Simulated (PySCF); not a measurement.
## Choosing a basis for TDDFT

Compound: As₂.
SMILES: `[As]#[As]`

TDDFT with PBE0 (PySCF), vertical singlets, core orbitals frozen in the response, spherical d and f functions. Geometry: PBE0-D3(BJ)/def2-SVP; no solvent, vibrations or thermal averaging. The PBE0/6-31G* calculation is non-relativistic and has no spin–orbit coupling, an omission that weighs most on arsenic.

```tsv
basis	functions	diffuse	S1 (eV)	S2 (eV)	S3 (eV)	S4 (eV)	S5 (eV)	LUMO (eV)	α (au)
6-31G*	64	no	3.01	3.40	3.40	3.84	3.84	-2.68	47.9
def2-SVP	64	no	3.04	3.44	3.44	3.87	3.87	-2.57	46.2
aug-cc-pVDZ	72	yes	3.02	3.40	3.40	3.83	3.83	-2.73	61.1
def2-SVPD	76	yes	3.02	3.41	3.41	3.86	3.86	-2.61	58.8
def2-TZVP	96	no	3.02	3.39	3.39	3.78	3.78	-2.63	52.7
def2-TZVPD	108	yes	3.01	3.37	3.37	3.78	3.78	-2.68	60.7
aug-cc-pVTZ	118	yes	3.01	3.37	3.37	3.77	3.77	-2.73	62.7
```

Compare the sets with the largest diffuse one.

States are compared by their number. Against the largest diffuse basis here (aug-cc-pVTZ, itself not a converged limit), sets without diffuse functions differ by up to 0.03 eV in S1 and 0.10 eV in S5; the smaller diffuse sets differ by up to 0.01 and 0.09 eV. State by state, the largest deviation of a set without diffuse functions is S1 0.03, S2 0.08, S3 0.08, S4 0.10, S5 0.10 eV. The same number needn't mean the same state in each row. Against aug-cc-pVTZ the polarisability deviates by -24% in 6-31G*, -26% in def2-SVP, -3% in aug-cc-pVDZ, -6% in def2-SVPD, -16% in def2-TZVP, -3% in def2-TZVPD.
